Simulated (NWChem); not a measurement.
C₃H₆N₂; SMILES C=C=C(N)N

```xyz
11

C      0.0000     0.0000     2.2140
C      0.0000     0.0000     0.8943
C      0.0000     0.0000    -0.4414
N      0.0246    -1.1687    -1.2324
N     -0.0246     1.1687    -1.2324
H      0.9209    -0.1709     2.8082
H     -0.9209     0.1709     2.8082
H     -0.0060    -2.0225    -0.6697
H     -0.7356    -1.1696    -1.9247
H      0.0060     2.0225    -0.6697
H      0.7356     1.1696    -1.9247
```
Atoms are numbered in this order, from 1.

Level: PBE-D3(BJ)/def2-SVP (NWChem), optimised geometry, unscaled harmonic frequencies. 

**Question.** List the harmonic frequencies with IR intensities, and the thermochemistry.

**Answer.** 
```tsv
frequency (cm⁻¹)	IR intensity (km/mol)
145	9.6
180	2.7
339	10.3
353	29.4
436	0.7
511	18.6
569	73.7
610	53.9
737	197.5
747	228.7
813	4.3
871	31.3
984	0.1
1073	15.7
1110	9.2
1326	77.3
1335	48.8
1459	38.0
1543	97.9
1559	22.2
2016	61.2
2986	64.6
3050	19.0
3414	5.0
3417	0.5
3548	22.0
3549	0.6
```

```
Item                                                                               Result
-----------------------------------------------------------------------  ----------------
zero-point energy                                                           55.3 kcal/mol
thermal correction to the enthalpy at 298.15 K (with zero-point energy)     59.7 kcal/mol
heat capacity Cv                                                         21.8 cal/(mol K)
entropy at 298.15 K and 1 atm (symmetry number 2)                        73.9 cal/(mol K)
dipole moment                                                                      0.92 D
```

Rigid rotor and harmonic oscillator.
